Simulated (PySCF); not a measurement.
Magnetic shielding above rings: a mixed set.

Probes without a nucleus sit at each ring's centroid and 1 Å off its mean plane on both sides; NICS is minus the shielding there, NICSzz its component along the normal. Level: GIAO PBE0/pcSseg-1 (PySCF, non-relativistic, gas phase) on the GFN2-xTB geometries, one conformer each. Atom numbers follow the mapped SMILES.

Question: Order these rings by mean NICS(1)zz, lowest (most negative) first (ppm).
A. ring C2–C4–C5 in `[CH3:1][C:2]1([F:3])[CH2:4][CH2:5]1`
B. ring C3–N4–C5–C6–N7 in `[CH3:1][CH2:2][c:3]1[n:4][cH:5][cH:6][nH:7]1`
C. ring C2–O3–C4–C6–C8 in `[O:1]=[C:2]1[O:3][C:4](=[O:5])[C:6]([Cl:7])=[C:8]1[Cl:9]`
D. ring C2–C3–N4–C6–N7 in `[CH3:1][c:2]1[cH:3][n:4]([CH3:5])[cH:6][n:7]1`
E. ring C3–C4–C5–O6–C7 in `[CH2:1]=[CH:2][c:3]1[cH:4][cH:5][o:6][c:7]1[C:8](=[O:9])[F:10]`
F. ring C2–O3–C4–C5–C6 in `[CH3:1][C@H:2]1[O:3][CH2:4][CH2:5][C:6]1=[O:7]`
G. ring C4–C5–C6–O7 in `[CH3:1][C:2](=[O:3])[C@H:4]1[CH2:5][CH2:6][O:7]1`

Answer: B (-30.2), D (-28.5), E (-23.0), A (-19.0), F (-3.8), C (-0.8), G (4.4).

```csv
SMILES,ring,NICS(0),NICS(1),NICS(1)zz,HOMA,rms pucker (Å),ring atoms with four or more neighbours
CCc1ncc[nH]1,5-membered ring with 2 N; formal bonds all aromatic,-13.1,-11.1,-30.2,0.90,0.00,0
Cc1cn(C)cn1,5-membered ring with 2 N; formal bonds all aromatic,-12.4,-10.7,-28.5,0.92,0.00,0
C=Cc1ccoc1C(=O)F,5-membered ring with O; formal bonds all aromatic,-10.6,-9.7,-23.0,0.54,0.00,0
CC1(F)CC1,3-membered carbocycle; formal bonds all single,-39.2,-7.8,-19.0,–,0.00,3
C[C@H]1OCCC1=O,5-membered ring with O; formal bonds all single,-0.4,-2.1,-3.8,–,0.14,3
O=C1OC(=O)C(Cl)=C1Cl,"5-membered ring with O; formal bonds 1 double, 4 single",-1.2,-3.4,-0.8,-1.00,0.00,0
CC(=O)[C@H]1CCO1,4-membered ring with O; formal bonds all single,0.2,1.4,4.4,–,0.01,3
```

NICS(0) gives another order. The isotropic NICS(1) gives another order. Over the 4 rings with a HOMA value its correlation coefficient with NICS(1)zz is -1.00. HOMA uses Krygowski's 1993 parameters; it is left out where a ring has a four-coordinate atom, a triple bond, no multiple bond or a kind of bond without parameters. NICS(1) and NICS(1)zz are means over the two faces.
